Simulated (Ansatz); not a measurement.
Molecule: sum formula SiNH₅ (charge 0, singlet). 
Structure (B3LYP-D3(BJ)/def2-TZVP (Ansatz, a program for electronic structure) minimum search):
SMILES: N[SiH3]
```xyz
7

Si    -0.5698    -0.0218     0.0815
N      1.1270     0.0592    -0.2111
H     -1.1332     1.3310    -0.1334
H     -1.1511    -0.9874    -0.8795
H     -0.9726    -0.4582     1.4471
H      1.6789     0.7924     0.2058
H      1.6667    -0.7871    -0.3025
```
Charge 0, spin multiplicity 1.

Atomisation energy built up term by term with Ansatz (kcal/mol; UHF references for open shells; valence terms freeze the core; atomic spin-orbit terms are left out). CBS(X,Y): correlation extrapolated as X^-3; Hartree-Fock from the larger set (for Q and 5 zeta extrapolated as (X+1)exp(-9√X)).

```csv
term,basis,kcal/mol
Hartree-Fock,"CBS(cc-pV(Q+d)Z,cc-pV(5+d)Z)",…
CCSD correlation,"CBS(cc-pV(Q+d)Z,cc-pV(5+d)Z)",…
(T),"CBS(cc-pV(Q+d)Z,cc-pV(5+d)Z)",5.44
core correlation,cc-pwCVTZ,0.52
scalar relativity (X2C),cc-pVTZ-DK against cc-pVTZ,-1.01
sum: De,,…
```

### Question
Complete the blanks.

### Answer

- Hartree-Fock, kcal/mol: 376.90
- CCSD correlation, kcal/mol: 135.80
- sum: De, kcal/mol: 517.6
